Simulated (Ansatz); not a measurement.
Relaxation of C2H8BFGeO (14 atoms, charge 0, multiplicity 1), to a largest force component of 0.015 eV/Å in at most 40 steps.

These are results of RKS B3LYP/def2-SVP (Ansatz), not measurements.

```xyz
14
Properties=species:S:1:pos:R:3
C -2.056 -0.769 -0.212
O -1.343 -1.206 0.856
B 0.054 -1.040 0.514
C 0.936 0.290 0.943
F 1.924 -0.056 1.752
Ge 1.531 1.187 -0.648
H -1.913 0.368 -0.388
H -1.869 -1.284 -1.163
H -3.174 -0.840 0.064
H 0.665 -1.909 -0.007
H 0.165 0.964 1.508
H 2.303 2.470 -0.220
H 0.291 1.563 -1.586
H 2.473 0.235 -1.383
```

Where does it end, and by what steps?

The forces met the threshold. The force dipped under the threshold on the way, but the program's further checks kept it going. After 18 steps the energy has fallen by 1.607 eV; H7 moved furthest, 1.58 Å.

| step | energy less start (eV) | largest force component (eV/Å) | accepted |
| --- | --- | --- | --- |
| 0 | 0.0000 | 5.333 | yes |
| 1 | -0.6035 | 2.065 | yes |
| 2 | -0.8527 | 0.950 | yes |
| 3 | -1.0004 | 1.057 | yes |
| 4 | -1.1784 | 1.268 | yes |
| 5 | -1.3272 | 1.276 | yes |
| 6 | -1.4464 | 0.768 | yes |
| 7 | -1.5137 | 0.385 | yes |
| 8 | -1.5476 | 0.356 | yes |
| 9 | -1.5784 | 0.234 | yes |
| 10 | -1.5926 | 0.199 | yes |
| 11 | -1.6021 | 0.077 | yes |
| 12 | -1.6005 | 0.184 | no |
| 13 | -1.6047 | 0.026 | yes |
| 14 | -1.6057 | 0.060 | yes |
| 15 | -1.6062 | 0.052 | yes |
| 16 | -1.6069 | 0.016 | yes |
| 17 | -1.6070 | 0.012 | yes |
| 18 | -1.6071 | 0.012 | yes |

```xyz
14
Properties=species:S:1:pos:R:3
C -2.313 -1.018 -0.414
O -1.262 -0.234 0.119
B -0.055 -0.726 0.460
C 1.028 0.279 0.989
F 2.139 -0.383 1.530
Ge 1.718 1.441 -0.487
H -2.591 -0.628 -1.406
H -2.019 -2.077 -0.510
H -3.191 -0.944 0.246
H 0.196 -1.904 0.325
H 0.618 0.962 1.757
H 2.892 2.275 0.065
H 0.602 2.372 -1.004
H 2.228 0.555 -1.642
```

Whether the end is a true minimum wasn't checked by a vibrational analysis.

Run time: 120 s on 2 threads of Arm Neoverse V1 (shared host), peak memory 0.43 GiB.
